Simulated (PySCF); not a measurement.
Isomers of C4H5F5O2. Theory: PBE0-D3(BJ)/def2-SVP geometry optimisation, gas phase in PySCF. One conformer each; no zero-point energy, no entropy. No frequencies were run at this level. Point groups hold within 0.08 Å.

Task: Order them by energy at this level, lowest first, and give relative energies in kcal/mol.
A. `[F:1][CH2:2][O:3][CH:4]([O:5][CH2:6][F:7])[C:8]([F:9])([F:10])[F:11]` with F1–C2–O3–C4 -72°, C2–O3–C4–O5 132°, O3–C4–O5–C6 -74°, C4–O5–C6–F7 -70°
B. `[OH:1][CH2:2][C@H:3]([O:4][CH:5]([F:6])[F:7])[C:8]([F:9])([F:10])[F:11]` with H–O1–C2–C3 79°, O1–C2–C3–O4 -70°, C2–C3–O4–C5 82°, C3–O4–C5–F6 147°
C. `[CH3:1][C@@H:2]([OH:3])[C:4]([F:5])([F:6])[O:7][C:8]([F:9])([F:10])[F:11]` with C1–C2–O3–H 180°, C1–C2–C4–F5 -173°, C2–C4–O7–C8 -167°

Result: C (0.0), B (12.7), A (24.3).

As drawn, the lowest has an O–H bond, which the highest lacks.

```tsv
SMILES	E (Eh)	E rel (kcal/mol)	dipole (D)	point group	A, B, C (MHz)
C[C@@H](O)C(F)(F)OC(F)(F)F	-803.72118	0.0	1.57	C1	2074, 743.1, 678.2
OC[C@H](OC(F)F)C(F)(F)F	-803.70097	12.7	1.44	C1	1586, 752.8, 577.2
FCOC(OCF)C(F)(F)F	-803.68248	24.3	1.87	C1	1326, 871.6, 631.0
```
